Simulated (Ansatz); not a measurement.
K₂Se. Charge 0, multiplicity 1. Geometry relaxed at r2SCAN-D4/def2-TZVP.

```xyz
3

K     1.517   -2.236   -0.773
K    -1.246    2.454    0.566
Se   -0.271   -0.218    0.206
```

The structure comes from a short search, and lower isomers may exist.

Estimate the harmonic wavenumbers at RKS r2SCAN-D4/def2-TZVP (Ansatz, unscaled). Is this a minimum?

11, 185, 245 cm⁻¹. Yes, no mode is imaginary beyond noise. Zero-point energy 2.6 kJ/mol. It took 18 s on 4 threads of Intel Xeon on a shared host.
